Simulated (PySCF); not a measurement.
# Mayer bond orders and bond lengths

C3H14OSi4.
Atom-mapped SMILES: `[CH3:1][SiH2:2][SiH:3]([SiH2:4][CH3:5])[SiH2:6][CH:7]=[O:8]` (hydrogens: H9, H10, H11 on C1; H12, H13 on Si2; H14 on Si3; H15, H16 on Si4; H17, H18, H19 on C5; H20, H21 on Si6; H22 on C7)

Structure used (GFN2-xTB), in Å, numbered top down from 1:
```xyz
22
C3H14OSi4 angstrom
C      3.267   -0.791    0.508
Si     1.535   -1.059   -0.235
Si    -0.042    0.102    1.048
Si    -0.662    2.180    0.174
C     -0.663    2.079   -1.720
Si    -1.919   -1.227    1.401
C     -2.283   -1.638   -0.433
O     -1.533   -1.257   -1.303
H      3.323   -1.178    1.521
H      4.038   -1.287   -0.075
H      3.516    0.265    0.548
H      1.295   -2.511   -0.260
H      1.590   -0.605   -1.628
H      0.514    0.346    2.406
H     -2.008    2.595    0.605
H      0.230    3.283    0.567
H     -1.194    1.193   -2.057
H      0.348    2.020   -2.114
H     -1.140    2.944   -2.172
H     -3.187   -0.671    1.894
H     -1.850   -2.547    2.047
H     -3.183   -2.216   -0.724
```

Bond orders from the PBE0/pcSseg-1 density (PySCF). The structure is a single GFN2-xTB conformer in the gas phase; no vibrational or solvent corrections.

Problem. How far do the computed orders between heavy atoms stray from the drawn ones?

Solution. The largest departure is 0.175, at Si6–C7 (drawn single, 0.825). Drawn single, order below 0.88: Si2–Si3 (0.844), Si3–Si4 (0.859) and Si6–C7 (0.825).

Problem. Give the Mayer order of every bond, beside its length.

Solution. 
```json
{"bond": "C1–Si2", "drawn as": "single", "length (Å)": "1.903", "Mayer order": "0.937"}
{"bond": "Si2–Si3", "drawn as": "single", "length (Å)": "2.341", "Mayer order": "0.844"}
{"bond": "Si3–Si4", "drawn as": "single", "length (Å)": "2.339", "Mayer order": "0.859"}
{"bond": "Si4–C5", "drawn as": "single", "length (Å)": "1.897", "Mayer order": "0.961"}
{"bond": "Si3–Si6", "drawn as": "single", "length (Å)": "2.326", "Mayer order": "0.888"}
{"bond": "Si6–C7", "drawn as": "single", "length (Å)": "1.915", "Mayer order": "0.825"}
{"bond": "C7–O8", "drawn as": "double", "length (Å)": "1.211", "Mayer order": "1.910"}
{"bond": "C1–H9", "drawn as": "single", "length (Å)": "1.086", "Mayer order": "0.959"}
{"bond": "C1–H10", "drawn as": "single", "length (Å)": "1.086", "Mayer order": "0.960"}
{"bond": "C1–H11", "drawn as": "single", "length (Å)": "1.086", "Mayer order": "0.960"}
{"bond": "Si2–H12", "drawn as": "single", "length (Å)": "1.471", "Mayer order": "0.944"}
{"bond": "Si2–H13", "drawn as": "single", "length (Å)": "1.466", "Mayer order": "0.943"}
{"bond": "Si3–H14", "drawn as": "single", "length (Å)": "1.488", "Mayer order": "0.930"}
{"bond": "Si4–H15", "drawn as": "single", "length (Å)": "1.473", "Mayer order": "0.938"}
{"bond": "Si4–H16", "drawn as": "single", "length (Å)": "1.472", "Mayer order": "0.942"}
{"bond": "C5–H17", "drawn as": "single", "length (Å)": "1.086", "Mayer order": "0.948"}
{"bond": "C5–H18", "drawn as": "single", "length (Å)": "1.086", "Mayer order": "0.955"}
{"bond": "C5–H19", "drawn as": "single", "length (Å)": "1.086", "Mayer order": "0.960"}
{"bond": "Si6–H20", "drawn as": "single", "length (Å)": "1.471", "Mayer order": "0.932"}
{"bond": "Si6–H21", "drawn as": "single", "length (Å)": "1.470", "Mayer order": "0.938"}
{"bond": "C7–H22", "drawn as": "single", "length (Å)": "1.108", "Mayer order": "0.909"}
```

Bonds between the same two heavy elements. C–Si: lowest Si6–C7 (0.825, 1.915 Å), highest Si4–C5 (0.961, 1.897 Å). Si–Si: lowest Si2–Si3 (0.844, 2.341 Å), highest Si3–Si6 (0.888, 2.326 Å).

Problem. Sum the orders of all bonds at each heavy atom with more than one neighbour and set the sums beside the valence in the SMILES.

Solution. C1 3.816 (drawn 4), Si2 3.668 (drawn 4), Si3 3.521 (drawn 4), Si4 3.700 (drawn 4), C5 3.824 (drawn 4), Si6 3.583 (drawn 4), C7 3.644 (drawn 4). Orders between atoms that aren't bonded are not in these sums.

Mayer orders depend on the basis set.
